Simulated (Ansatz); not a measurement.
`[CH3][Ge]([OH])([F])[Cl]` + GeH₄ → `[OH][Ge]([F])([Cl])[GeH3]` + CH₄  (formal exchange of groups at a Ge–C bond)

Gas-phase electronic energies from Ansatz, PBE0-D4/def2-TZVP geometries. CBS: MP2 limit from def2 TZ/QZ plus the TZ coupled-cluster correction, frozen cores. This one scheme is used for every species. DFT in def2-TZVPP. For Ge outer-core shells are correlated without core-valence functions, which leaves a few kJ/mol of doubt a bond. Scalar relativity is left out up to krypton. One conformer a species, not always the lowest.

`[CH3][Ge]([OH])([F])[Cl]`:

Z-matrix (Å, degrees):
```
C
Ge 1 1.916
H 1 1.090 2 108.9
H 1 1.090 2 109.4 3 -119.9
H 1 1.089 2 109.4 3 120.0
O 2 1.752 1 110.7 3 56.4
F 2 1.731 1 110.7 3 -62.7
Cl 2 2.140 1 113.9 3 -179.6
H 6 0.961 2 113.6 1 175.5
```

GeH₄:

```xyz
5

Ge    0.000    0.000    0.000
H     1.412    0.139    0.583
H    -0.745   -1.127    0.727
H     0.094   -0.330   -1.495
H    -0.762    1.319    0.185
```

`[OH][Ge]([F])([Cl])[GeH3]`:

Z-matrix (Å, degrees):
```
Ge
F 1 1.736
Cl 1 2.149 2 103.5
O 1 1.756 2 107.0 3 115.0
Ge 1 2.418 2 111.4 3 -123.1
H 4 0.962 1 113.5 2 -63.5
H 5 1.531 1 108.2 2 -61.7
H 5 1.530 1 107.3 2 58.4
H 5 1.531 1 107.6 2 178.0
```

CH₄:

Z-matrix (Å, degrees):
```
C
H 1 1.090
H 1 1.090 2 109.5
H 1 1.090 2 109.5 3 -120.0
H 1 1.090 2 109.5 3 120.0
```

| level | ΔE (eV) |
| --- | --- |
| LDA (SPW92) | -0.35 |
| r2SCAN-D4 | -0.36 |
| ωB97M-V | -0.32 |
| PBE | -0.42 |
| r2SCAN | -0.36 |
| HF/def2-SVP | -0.23 |
| SCS-MP2/def2-TZVPP | -0.28 |
| MP2/def2-QZVPP | -0.30 |

Task: What does CCSD(T)/CBS give? (Best estimate.)

Result: Computed: -0.31 eV. The listed levels differ from it by -0.04, -0.05, -0.01, -0.11, -0.05, 0.08, 0.03, 0.01 eV.

Largest T1 diagnostic among the species: 0.012.

At CCSD(T), def2-SVP lies +0.05 eV from the extrapolated value and def2-TZVPP +0.03 eV. Leaving LDA and LC-ωPBE aside and taking each functional with its dispersion term where it has one, the values, not all of them listed here, spread over 0.16 eV, from BLYP-D4 to B97M-V. LDA lies +0.07 eV from PBE without D4. From PBE to PBE0 (25 % exact exchange), in def2-TZVPP and without D4, ΔE moves by +0.06 eV.
